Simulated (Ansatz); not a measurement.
A short molecular-dynamics run on Cl$_{2}$I$_{2}$Zr (`[Cl][Zr]([Cl])([I])[I]`).

```yaml
crystal:
  periodic: [false, false, false]
  atoms:
    - {symbol: Cl, position_ang: [-0.150662, -0.645690, 2.262820]}
    - {symbol: Zr, position_ang: [0.064675, -0.067493, 0.035879]}
    - {symbol: Cl, position_ang: [1.937386, -1.088618, -0.853012]}
    - {symbol: I, position_ang: [-2.112278, -0.865210, -1.309656]}
    - {symbol: I, position_ang: [0.310881, 2.593309, -0.177432]}
basis:
  gaussian: {orbitals: def2-SVP}
magnetization: {spin_polarized: true, initial_magnetization: 0}
hamiltonian: {xc: {name: BLYP}, dispersion: d4}
md: {timestep: 1 fs, n_steps: 30, ensemble: nvt_nose_hoover, temperature: 700, initial_velocities: maxwell_boltzmann, seed: 468}
```

```sh
$ ansatz run in.yaml --threads 4 --pin off --events-out ev --progress --plain --max-ram 11315MiB
```

```tsv
step	time (fs)	potential energy (eV)	kinetic (eV)	T (K)	conserved (eV)
0	0.0	-42524.1933	0.2714	700	-42523.9219
1	1.0	-42524.1969	0.2750	709	-42523.9219
2	2.0	-42524.1985	0.2766	713	-42523.9219
3	3.0	-42524.1981	0.2762	712	-42523.9219
4	4.0	-42524.1960	0.2741	707	-42523.9219
5	5.0	-42524.1922	0.2703	697	-42523.9218
6	6.0	-42524.1869	0.2650	683	-42523.9218
7	7.0	-42524.1803	0.2585	667	-42523.9218
8	8.0	-42524.1727	0.2509	647	-42523.9218
9	9.0	-42524.1642	0.2424	625	-42523.9218
10	10.0	-42524.1552	0.2334	602	-42523.9218
11	11.0	-42524.1457	0.2239	577	-42523.9218
12	12.0	-42524.1360	0.2143	553	-42523.9218
13	13.0	-42524.1263	0.2046	528	-42523.9217
14	14.0	-42524.1167	0.1951	503	-42523.9217
15	15.0	-42524.1075	0.1859	479	-42523.9217
16	16.0	-42524.0987	0.1772	457	-42523.9217
17	17.0	-42524.0905	0.1691	436	-42523.9217
18	18.0	-42524.0830	0.1616	417	-42523.9217
19	19.0	-42524.0762	0.1549	400	-42523.9217
20	20.0	-42524.0702	0.1491	384	-42523.9217
21	21.0	-42524.0651	0.1441	372	-42523.9217
22	22.0	-42524.0609	0.1400	361	-42523.9217
23	23.0	-42524.0577	0.1369	353	-42523.9217
24	24.0	-42524.0553	0.1347	347	-42523.9217
25	25.0	-42524.0539	0.1334	344	-42523.9217
26	26.0	-42524.0534	0.1331	343	-42523.9217
27	27.0	-42524.0538	0.1337	345	-42523.9217
28	28.0	-42524.0551	0.1351	348	-42523.9217
29	29.0	-42524.0572	0.1375	354	-42523.9217
30	30.0	-42524.0601	0.1406	363	-42523.9217
```

Velocities are drawn at the set temperature; a run this short doesn't reach equilibrium.

Frames (Å, forces in eV/Å):

```xyz
5
time=0.0 fs
Cl   -0.151   -0.646    2.263   -0.063   -0.149    0.589
Zr    0.065   -0.067    0.036   -0.101    0.098   -0.082
Cl    1.937   -1.089   -0.853    0.494   -0.267   -0.241
I    -2.112   -0.865   -1.310   -0.374   -0.139   -0.231
I     0.311    2.593   -0.177    0.044    0.457   -0.036
5
time=1.0 fs
Cl   -0.154   -0.647    2.262   -0.067   -0.157    0.627
Zr    0.061   -0.066    0.038    0.069    0.037   -0.193
Cl    1.942   -1.089   -0.860    0.347   -0.189   -0.167
I    -2.112   -0.866   -1.309   -0.386   -0.139   -0.235
I     0.312    2.594   -0.178    0.038    0.449   -0.032
5
time=2.0 fs
Cl   -0.157   -0.647    2.262   -0.071   -0.165    0.663
Zr    0.058   -0.065    0.041    0.234   -0.021   -0.301
Cl    1.947   -1.089   -0.866    0.204   -0.114   -0.096
I    -2.111   -0.868   -1.309   -0.398   -0.140   -0.239
I     0.314    2.595   -0.178    0.032    0.440   -0.028
5
time=3.0 fs
Cl   -0.160   -0.648    2.262   -0.075   -0.172    0.695
Zr    0.054   -0.064    0.044    0.392   -0.075   -0.403
Cl    1.952   -1.090   -0.873    0.067   -0.043   -0.026
I    -2.111   -0.869   -1.309   -0.410   -0.141   -0.242
I     0.315    2.596   -0.178    0.026    0.431   -0.024
5
time=4.0 fs
Cl   -0.163   -0.649    2.262   -0.078   -0.178    0.723
Zr    0.051   -0.063    0.046    0.542   -0.127   -0.498
Cl    1.957   -1.090   -0.879   -0.063    0.025    0.042
I    -2.110   -0.870   -1.308   -0.420   -0.141   -0.246
I     0.317    2.597   -0.178    0.020    0.421   -0.020
5
time=5.0 fs
Cl   -0.167   -0.650    2.262   -0.081   -0.183    0.747
Zr    0.047   -0.062    0.049    0.685   -0.175   -0.587
Cl    1.963   -1.091   -0.886   -0.187    0.089    0.106
I    -2.110   -0.871   -1.308   -0.431   -0.142   -0.249
I     0.319    2.598   -0.179    0.014    0.411   -0.016
5
time=6.0 fs
Cl   -0.170   -0.651    2.262   -0.084   -0.187    0.766
Zr    0.044   -0.061    0.051    0.819   -0.219   -0.669
Cl    1.968   -1.091   -0.893   -0.304    0.148    0.167
I    -2.110   -0.873   -1.308   -0.440   -0.142   -0.252
I     0.320    2.599   -0.179    0.008    0.400   -0.013
5
time=7.0 fs
Cl   -0.173   -0.653    2.263   -0.085   -0.190    0.781
Zr    0.041   -0.060    0.053    0.944   -0.261   -0.743
Cl    1.973   -1.091   -0.899   -0.413    0.204    0.226
I    -2.109   -0.874   -1.308   -0.448   -0.142   -0.255
I     0.322    2.600   -0.179    0.003    0.389   -0.009
5
time=8.0 fs
Cl   -0.177   -0.654    2.264   -0.087   -0.192    0.791
Zr    0.037   -0.059    0.055    1.061   -0.299   -0.809
Cl    1.977   -1.092   -0.906   -0.516    0.255    0.281
I    -2.109   -0.875   -1.307   -0.456   -0.142   -0.257
I     0.323    2.601   -0.179   -0.003    0.377   -0.005
5
time=9.0 fs
Cl   -0.180   -0.655    2.265   -0.087   -0.192    0.795
Zr    0.034   -0.058    0.058    1.170   -0.334   -0.867
Cl    1.982   -1.092   -0.912   -0.611    0.303    0.333
I    -2.109   -0.877   -1.307   -0.463   -0.141   -0.259
I     0.325    2.602   -0.180   -0.009    0.364   -0.002
5
time=10.0 fs
Cl   -0.183   -0.656    2.266   -0.088   -0.191    0.794
Zr    0.031   -0.057    0.060    1.269   -0.366   -0.917
Cl    1.987   -1.092   -0.919   -0.699    0.347    0.382
I    -2.108   -0.878   -1.307   -0.469   -0.141   -0.261
I     0.326    2.603   -0.180   -0.014    0.351    0.002
5
time=11.0 fs
Cl   -0.187   -0.658    2.267   -0.087   -0.189    0.788
Zr    0.029   -0.056    0.062    1.360   -0.396   -0.958
Cl    1.991   -1.092   -0.925   -0.780    0.386    0.427
I    -2.108   -0.879   -1.307   -0.474   -0.140   -0.262
I     0.328    2.604   -0.180   -0.019    0.338    0.005
5
time=12.0 fs
Cl   -0.190   -0.659    2.269   -0.086   -0.185    0.777
Zr    0.026   -0.056    0.063    1.443   -0.424   -0.992
Cl    1.995   -1.092   -0.931   -0.855    0.423    0.470
I    -2.108   -0.881   -1.307   -0.477   -0.139   -0.263
I     0.329    2.605   -0.180   -0.025    0.324    0.008
5
time=13.0 fs
Cl   -0.194   -0.660    2.271   -0.084   -0.179    0.760
Zr    0.023   -0.055    0.065    1.518   -0.449   -1.017
Cl    1.999   -1.092   -0.937   -0.924    0.456    0.509
I    -2.108   -0.882   -1.306   -0.480   -0.137   -0.264
I     0.331    2.606   -0.181   -0.030    0.310    0.011
5
time=14.0 fs
Cl   -0.197   -0.662    2.273   -0.081   -0.173    0.737
Zr    0.021   -0.054    0.067    1.584   -0.472   -1.034
Cl    2.002   -1.091   -0.943   -0.986    0.485    0.546
I    -2.108   -0.883   -1.306   -0.482   -0.135   -0.264
I     0.332    2.607   -0.181   -0.035    0.295    0.014
5
time=15.0 fs
Cl   -0.201   -0.663    2.275   -0.078   -0.165    0.710
Zr    0.019   -0.053    0.068    1.643   -0.493   -1.044
Cl    2.006   -1.091   -0.948   -1.042    0.512    0.580
I    -2.108   -0.885   -1.306   -0.482   -0.133   -0.263
I     0.334    2.608   -0.181   -0.040    0.279    0.017
5
time=16.0 fs
Cl   -0.204   -0.665    2.278   -0.074   -0.155    0.678
Zr    0.017   -0.053    0.070    1.694   -0.513   -1.046
Cl    2.009   -1.090   -0.954   -1.093    0.535    0.610
I    -2.108   -0.886   -1.306   -0.482   -0.131   -0.262
I     0.335    2.610   -0.181   -0.045    0.264    0.020
5
time=17.0 fs
Cl   -0.208   -0.667    2.281   -0.070   -0.144    0.641
Zr    0.015   -0.052    0.071    1.738   -0.531   -1.042
Cl    2.012   -1.090   -0.959   -1.139    0.556    0.639
I    -2.108   -0.888   -1.306   -0.480   -0.128   -0.260
I     0.337    2.611   -0.182   -0.050    0.247    0.023
5
time=18.0 fs
Cl   -0.211   -0.668    2.283   -0.065   -0.133    0.600
Zr    0.013   -0.052    0.072    1.775   -0.547   -1.031
Cl    2.014   -1.089   -0.965   -1.179    0.574    0.664
I    -2.108   -0.889   -1.306   -0.477   -0.125   -0.258
I     0.339    2.612   -0.182   -0.054    0.231    0.025
5
time=19.0 fs
Cl   -0.215   -0.670    2.286   -0.059   -0.120    0.555
Zr    0.012   -0.051    0.073    1.805   -0.562   -1.014
Cl    2.016   -1.088   -0.970   -1.214    0.589    0.688
I    -2.108   -0.890   -1.306   -0.473   -0.121   -0.256
I     0.340    2.613   -0.182   -0.059    0.214    0.028
5
time=20.0 fs
Cl   -0.218   -0.672    2.290   -0.053   -0.106    0.506
Zr    0.011   -0.051    0.074    1.829   -0.575   -0.992
Cl    2.018   -1.087   -0.974   -1.245    0.602    0.708
I    -2.108   -0.892   -1.306   -0.468   -0.118   -0.253
I     0.342    2.615   -0.182   -0.063    0.197    0.031
5
time=21.0 fs
Cl   -0.222   -0.673    2.293   -0.046   -0.091    0.454
Zr    0.010   -0.050    0.075    1.846   -0.588   -0.965
Cl    2.020   -1.085   -0.979   -1.271    0.613    0.727
I    -2.108   -0.893   -1.306   -0.462   -0.113   -0.249
I     0.343    2.616   -0.183   -0.068    0.179    0.033
5
time=22.0 fs
Cl   -0.225   -0.675    2.296   -0.038   -0.076    0.399
Zr    0.009   -0.050    0.076    1.857   -0.598   -0.933
Cl    2.021   -1.084   -0.983   -1.293    0.621    0.743
I    -2.108   -0.895   -1.306   -0.454   -0.109   -0.244
I     0.345    2.617   -0.183   -0.072    0.161    0.035
5
time=23.0 fs
Cl   -0.229   -0.677    2.300   -0.030   -0.059    0.342
Zr    0.008   -0.050    0.077    1.862   -0.608   -0.897
Cl    2.022   -1.082   -0.988   -1.310    0.627    0.757
I    -2.108   -0.896   -1.306   -0.445   -0.104   -0.239
I     0.346    2.619   -0.183   -0.076    0.143    0.037
5
time=24.0 fs
Cl   -0.233   -0.679    2.304   -0.022   -0.043    0.283
Zr    0.008   -0.050    0.077    1.861   -0.615   -0.858
Cl    2.022   -1.080   -0.992   -1.324    0.631    0.769
I    -2.109   -0.898   -1.306   -0.436   -0.098   -0.234
I     0.348    2.620   -0.183   -0.080    0.125    0.040
5
time=25.0 fs
Cl   -0.236   -0.681    2.307   -0.013   -0.026    0.223
Zr    0.007   -0.050    0.078    1.855   -0.622   -0.816
Cl    2.022   -1.078   -0.996   -1.333    0.634    0.779
I    -2.109   -0.899   -1.306   -0.425   -0.093   -0.228
I     0.349    2.621   -0.183   -0.084    0.106    0.042
5
time=26.0 fs
Cl   -0.240   -0.683    2.311   -0.004   -0.008    0.161
Zr    0.007   -0.050    0.078    1.843   -0.627   -0.771
Cl    2.022   -1.076   -0.999   -1.338    0.634    0.787
I    -2.109   -0.901   -1.306   -0.413   -0.086   -0.221
I     0.351    2.623   -0.184   -0.088    0.088    0.044
5
time=27.0 fs
Cl   -0.244   -0.684    2.315    0.006    0.009    0.099
Zr    0.007   -0.050    0.079    1.825   -0.630   -0.724
Cl    2.021   -1.074   -1.003   -1.340    0.632    0.793
I    -2.110   -0.902   -1.307   -0.399   -0.080   -0.214
I     0.352    2.624   -0.184   -0.092    0.069    0.046
5
time=28.0 fs
Cl   -0.247   -0.686    2.319    0.016    0.026    0.037
Zr    0.008   -0.050    0.079    1.802   -0.631   -0.675
Cl    2.020   -1.071   -1.006   -1.337    0.628    0.796
I    -2.110   -0.904   -1.307   -0.385   -0.073   -0.206
I     0.353    2.625   -0.184   -0.095    0.050    0.048
5
time=29.0 fs
Cl   -0.251   -0.688    2.323    0.027    0.044   -0.026
Zr    0.008   -0.050    0.079    1.773   -0.631   -0.625
Cl    2.019   -1.068   -1.009   -1.331    0.622    0.798
I    -2.110   -0.905   -1.307   -0.370   -0.066   -0.197
I     0.355    2.627   -0.184   -0.099    0.031    0.050
5
time=30.0 fs
Cl   -0.255   -0.690    2.326    0.037    0.061   -0.087
Zr    0.009   -0.050    0.079    1.739   -0.628   -0.573
Cl    2.017   -1.065   -1.012   -1.320    0.614    0.798
I    -2.111   -0.907   -1.307   -0.354   -0.059   -0.188
I     0.356    2.628   -0.185   -0.102    0.011    0.051
```

It took 110 s on 4 threads of an Arm Neoverse V1 on a shared host, with 0.46 GiB of host memory at the peak.
